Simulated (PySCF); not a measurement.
Spectrum to structure. Level of theory: TDDFT CAM-B3LYP/def2-SVPD, vertical, gas phase, core orbitals frozen in the response (PySCF). Geometries: GFN2-xTB, one conformer each.

| state | λ (nm) | f |
| --- | --- | --- |
| S1 | 198.4 | 0.0005 |
| S2 | 183.4 | 0.0026 |
| S3 | 177.4 | 0.0006 |
| S4 | 148.2 | 0.068 |
| S5 | 144.2 | 0.071 |
| S6 | 140.3 | 0.018 |
| S7 | 136.0 | 0.232 |
| S8 | 133.2 | 0.019 |

Triplets computed (Tamm–Dancoff): 5.31, 5.72, 5.88 eV.

Question: Which structure fits?
A. `C#C[C@H](F)C(F)F`
B. `O(/C(=C\C(F)=O)C)C`
C. `CCOC(=O)C(F)=C`

Answer: A. Its S1, at 6.25 eV, is the highest among the candidates; the nearest of the others has S1 at 5.33 eV. S1 is HOMO→LUMO (87%). Löwdin shares by element: HOMO carbon 88%; LUMO carbon 64% or more, fluorine 13% or more (atoms not listed hold the other 23%). At the same level the other candidates give, for their lowest levels:
- `C=C(F)C(=O)OCC`: 238 nm (f 0.000); 200 nm (f 0.306); 174 nm (f 0.142); 160 nm (f 0.030); 159 nm (f 0.000); T1 3.73 eV; HOMO -9.48, LUMO -0.43 eV
- `CO/C(C)=C\C(=O)F`: 232 nm (f 0.000); 222 nm (f 0.453); 187 nm (f 0.012); 168 nm (f 0.001); 166 nm (f 0.000); T1 3.50 eV; HOMO -8.57, LUMO -0.15 eV

Conformer computed: `[CH:1]#[C:2][C@H:3]([F:4])[CH:5]([F:6])[F:7]`: C2–C3–C5–F6 -167°.
